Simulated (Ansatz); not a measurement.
`BN([SiH3])[SiH3]` → `BN[SiH3]` + `[SiH2]` at 600 K and 1 bar (silylene loss).

Calculated with Ansatz (gas phase, PBE0-D4/def2-TZVP geometries, no zero-point term in ΔE). CBS: MP2 limit from def2 TZ/QZ plus the TZ coupled-cluster correction, frozen cores. This one scheme is used for every species.

```
           species  CCSD(T)/CBS energy (Eh)  H − E (kJ/mol)  S (J/(mol·K))
`BN([SiH3])[SiH3]`               -662.52490           273.2          451.2
        `BN[SiH3]`               -372.22946           214.2          364.4
          `[SiH2]`               -290.19011            52.1          233.9
```

H − E and S are ideal-gas, rigid-rotor, harmonic terms from PBE0-D4/def2-TZVP. 1 Eh = 2625.50 kJ/mol, R = 8.31446 J/(mol·K).

Q: By hand: ΔE, ΔH, ΔS and ΔG.

A: ΔE = (-372.22946) + (-290.19011) − (-662.52490) = 0.10533 Eh = 276.5 kJ/mol. Δ(H − E) = 214.2 + 52.1 − 273.2 = -6.9, so ΔH = 269.6 kJ/mol. ΔS = 364.4 + 233.9 − 451.2 = 147.1 J/(mol·K). ΔG = 269.6 − 600 × (147.1)/1000 = 181.3 kJ/mol.

Q: By hand: the equilibrium constant, and the temperature at which ΔG would vanish if ΔH and ΔS stayed fixed.

A: log₁₀ K = −ΔG/(RT ln 10) = -15.8. ΔG = 0 at ΔH/ΔS = 1833 K.

The number of gas molecules changes by +1, which sets the sign of ΔS. A doubt of 5 kJ/mol in ΔE shifts log₁₀ K by 0.4 here. Modes under 60 cm⁻¹, often nearly free rotors, make the harmonic entropy too high. These are equilibria of isolated gas molecules and say nothing of rates. Largest T1 diagnostic: 0.014 (customary marks: 0.02 for closed shells, 0.045 for open ones).
